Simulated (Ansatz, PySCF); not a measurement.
Al2O3, SMILES [O][Al][O][Al][O] (connectivity only; charge and spin as stated), neutral, multiplicity 1.

The structure is a stationary point at ωB97X-D3(BJ)/def2-SVP. One conformer was computed; it need not be the lowest.

Vertical ionisation energy (IE) and electron affinity (EA) in eV. Rows of orbital energies are one-electron estimates. Where ΔSCF, EOM or ADC give a negative EA the extra electron is unbound and the value depends on the basis.

```
level                                                                   IE    EA
-------------------------------------------------------------------  -----  ----
−ε(HOMO), −ε(LUMO), ωB97X/def2-TZVP (PySCF)                          10.48  1.57
−ε(HOMO), −ε(LUMO), PBE/def2-TZVP (PySCF)                             6.68  4.25
ΔSCF, PBE0/def2-SVPD (Ansatz), final states of multiplicity 2 and 2   9.86  1.99
ΔSCF, PBE/def2-SVPD (Ansatz), final states of multiplicity 2 and 2    9.54  2.08
```

### Question
What vertical singlet–triplet gap does ΔSCF give with PBE0/def2-SVPD (Ansatz, a program for electronic structure) and with PBE/def2-SVPD (Ansatz)? (Estimate from the structure and the level; the computed values follow.)

### Answer
2.76 and 2.56 eV (triplet above singlet where positive).
